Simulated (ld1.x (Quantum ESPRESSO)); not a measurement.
strontium: excitation energies, all-electron against TM semilocal

Sr (Z = 38), norm-conserving Troullier–Martins (semilocal form), made with ld1.x (Quantum ESPRESSO) 7.5 (BLYP, scalar-relativistic). Core [Ar] 3d10, reference 4s2 4p6 4d0 5s0.5 5p0 (charge +1.5). Waves: 4p (bound): rc 1.45 bohr; 4d (bound, empty): rc 2.75 bohr; 4s (bound): rc 1.40 bohr. Local part: the s channel. Core correction: none.

Occupied shells without a wave of their own: 5s. They enter only through the test configuration that unscreens the potential.

Energies are relative to the spin-unpolarised reference configuration 4s2 4p6 4d0 5s0.5 5p0; without spin polarisation the order of configurations can differ from experiment. The frozen-core shift is the all-electron ΔE with the core orbitals held at their reference shape minus the fully relaxed ΔE.

Question: Give the all-electron excitation energy and the error of the potential for: 4s2 4p6 4d0 5s2 5p0; 4s2 4p6 4d0 5s1 5p0; 4s2 4p6 4d0 5s0 5p0; 4s2 4p6 4d1 5s0 5p0; 4s2 4p6 4d0 5s1 5p1; 4s2 4p6 4d0.5 5s1.5 5p0; 4s1 4p6 4d0 5s2 5p0.

Answer:

```json
{"valence configuration": "4s2 4p6 4d0 5s2 5p0", "charge": "0", "ΔE all-electron (eV)": "-10.673", "error AE − PS (meV)": "+55", "frozen-core shift (meV)": "-0.3"}
{"valence configuration": "4s2 4p6 4d0 5s1 5p0", "charge": "+1", "ΔE all-electron (eV)": "-4.864", "error AE − PS (meV)": "+26", "frozen-core shift (meV)": "-0.2"}
{"valence configuration": "4s2 4p6 4d0 5s0 5p0", "charge": "+2", "ΔE all-electron (eV)": "6.263", "error AE − PS (meV)": "-36", "frozen-core shift (meV)": "+0.3"}
{"valence configuration": "4s2 4p6 4d1 5s0 5p0", "charge": "+1", "ΔE all-electron (eV)": "-2.984", "error AE − PS (meV)": "-20", "frozen-core shift (meV)": "+1.9"}
{"valence configuration": "4s2 4p6 4d0 5s1 5p1", "charge": "0", "ΔE all-electron (eV)": "-8.318", "error AE − PS (meV)": "+28", "frozen-core shift (meV)": "-0.4"}
{"valence configuration": "4s2 4p6 4d0.5 5s1.5 5p0", "charge": "0", "ΔE all-electron (eV)": "-9.520", "error AE − PS (meV)": "+35", "frozen-core shift (meV)": "+0.4"}
{"valence configuration": "4s1 4p6 4d0 5s2 5p0", "charge": "+1", "ΔE all-electron (eV)": "36.109", "error AE − PS (meV)": "+135", "frozen-core shift (meV)": "+17"}
```

Levels in the configuration 4s2 4p6 4d0 5s0 5p0:

```
level  all-electron (eV)  pseudo (eV)
   4s            -54.557      -54.583
   4p            -36.328      -36.353
```

ld1.x printed “convergence not achieved” for 7 of the counted tests; their residual had stalled under 1e-8, short of the target of 1e-14. A variational frozen-core shift is positive and of second order in the change. This column holds negative values, so the frozen-core run of ld1.x carries numerical noise or an error of first order here, and the column gives no more than the rough size of the effect.
